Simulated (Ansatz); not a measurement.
Basis-set extrapolation for `SC1OC[SiH2]1` (PBE0-D4/def2-TZVP geometry, frozen core, Ansatz). Multiplicity 1, RHF reference.

|  | def2-TZVPP | def2-QZVPP |
| --- | --- | --- |
| HF | -840.583028 | -840.610554 |
| MP2 correlation | -0.869992 | -0.935279 |
| CCSD(T) correlation | -0.959126 | not run |

Energies in hartree. Use E(X) = E(∞) + A·exp(−7.88·√X) for Hartree–Fock and E(X) = E(∞) + B·X^(−2.97) for correlation, with X = 3 and 4, and add CCSD(T) minus MP2 of the smaller set to the MP2 limit.

Task: What is the CCSD(T) energy at the basis-set limit?

Result: HF limit: -840.610554 + (-0.027526) × 0.13774 = -840.61435. MP2 limit: -0.935279 + (-0.065287) × 0.74074 = -0.98364. Higher-order term: -0.959126 − (-0.869992) = -0.08913. Total: -841.68712 hartree, 91.0 kcal/mol below CCSD(T)/def2-TZVPP.
